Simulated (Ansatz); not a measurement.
`CC[N](CC)[Ga]([Cl])[Cl]`, relaxed with RKS PBE0-D4/def2-TZVP in Ansatz from a GFN2-xTB geometry. The force threshold is 0.005 eV/Å; the program also tests the step.

Charge 0, multiplicity 1.

Start:

```xyz
18

C    -0.409    1.516    1.598
C    -0.820    0.953    0.238
N    -0.269   -0.367   -0.026
C     1.115   -0.415   -0.478
C     1.219   -0.209   -1.989
Ga   -1.131   -1.876    0.634
Cl   -0.183   -3.741    0.590
Cl   -3.128   -1.759    1.246
H     0.670    1.638    1.663
H    -0.727    0.824    2.383
H    -0.880    2.481    1.766
H    -1.914    0.873    0.206
H    -0.508    1.636   -0.559
H     1.717    0.338    0.042
H     1.523   -1.404   -0.233
H     2.254   -0.299   -2.308
H     0.622   -0.962   -2.502
H     0.850    0.774   -2.273
```

| step | energy (eV) | largest force (eV/Å) | largest move (Å) |
| --- | --- | --- | --- |
| 1 | -83209.3855 | 1.638 | 0.000 |
| 2 | -83209.4620 | 0.600 | 0.068 |
| 3 | -83209.4788 | 0.085 | 0.058 |
| 4 | -83209.4817 | 0.074 | 0.045 |
| 5 | -83209.4839 | 0.075 | 0.135 |
| 6 | -83209.4849 | 0.062 | 0.046 |
| 7 | -83209.4856 | 0.019 | 0.015 |
| 8 | -83209.4859 | 0.018 | 0.023 |
| 9 | -83209.4861 | 0.021 | 0.029 |
| 10 | -83209.4862 | 0.012 | 0.019 |
| 11 | -83209.4862 | 0.003 | 0.013 |
| 12 | -83209.4863 | 0.002 | 0.005 |

End:

```xyz
18

C    -0.360    1.611    1.551
C    -0.835    0.904    0.292
N    -0.245   -0.410    0.107
C     1.111   -0.442   -0.411
C     1.193   -0.218   -1.912
Ga   -1.145   -1.916    0.496
Cl   -0.226   -3.821    0.262
Cl   -3.153   -1.829    1.200
H     0.726    1.732    1.560
H    -0.645    1.044    2.440
H    -0.806    2.607    1.624
H    -1.923    0.801    0.328
H    -0.620    1.525   -0.586
H     1.717    0.310    0.110
H     1.560   -1.409   -0.168
H     2.235   -0.216   -2.244
H     0.666   -1.012   -2.448
H     0.750    0.737   -2.202
```

Run time 22 s (4 threads of an AMD EPYC 7R13 on a shared host and a share of an NVIDIA H100 80 GB); peak host memory 1.1 GiB.
